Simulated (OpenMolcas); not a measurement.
## Ionisation energies of palladium

```json
{
 "Program": "OpenMolcas",
 "Basis": "ANO-RCC-VQZP [8s7p5d3f2g1h]",
 "Scalar Hamiltonian": "DKH2, point nucleus",
 "Spin-orbit coupling": "state interaction with AMFI integrals over the reference wave functions, term energies averaged over their components"
}
```

Active shells in each charge state: the valence d shell, with orbitals averaged over the low states. Where CASPT2's correlated closed shells are named, they are those of the first ion.

A. CASSCF
B. SS-CASPT2, IPEA 0.25 Eh, imaginary shift 0.1 Eh (closed shells correlated: 4s 4p)
C. SS-CASPT2, IPEA 0.25 Eh, imaginary shift 0.1 Eh (closed shells correlated: none)
D. SS-CASPT2, IPEA 0.25 Eh, imaginary shift 0.1 Eh (closed shells correlated: 3d 4s 4p)
E. SS-CASPT2, IPEA 0 Eh, imaginary shift 0.1 Eh (closed shells correlated: 4s 4p)

Energies in eV between the lowest computed levels, named as in B; reference values from the NIST Atomic Spectra Database with their kind.

| From | To | A | B | C | D | E | Spin-orbit share in B | Reference |
| --- | --- | --- | --- | --- | --- | --- | --- | --- |
| Pd2+ 4d8 3F4 | Pd3+ 4d7 4F 9/2 | 31.215 | 32.946 | 32.928 | 32.925 | 32.880 | -0.023 | 32.930 (semi-empirical) |
| Pd3+ 4d7 4F 9/2 | Pd4+ 4d6 5D4 | 46.283 | 47.829 | 47.750 | 47.804 | 47.834 | +0.085 | 46.000 (theoretical) |
| Pd4+ 4d6 5D4 | Pd5+ 4d5 6S 5/2 | 61.257 | 62.821 | 62.676 | 62.799 | 62.780 | +0.219 | 61.000 (theoretical) |
| Pd5+ 4d5 6S 5/2 | Pd6+ 4d4 5D0 | 83.588 | 84.507 | 84.323 | 84.461 | 84.580 | -0.381 | 84.100 (theoretical) |
| Pd6+ 4d4 5D0 | Pd7+ 4d3 4F 3/2 | 100.910 | 101.891 | 101.551 | 101.851 | 101.950 | -0.165 | 101.000 (theoretical) |
| Pd7+ 4d3 4F 3/2 | Pd8+ 4d2 3F2 | 120.232 | 121.154 | 120.625 | 121.116 | 121.225 | -0.039 | 120.000 (theoretical) |

The lowest level within the active space need not be the ion's true ground level.
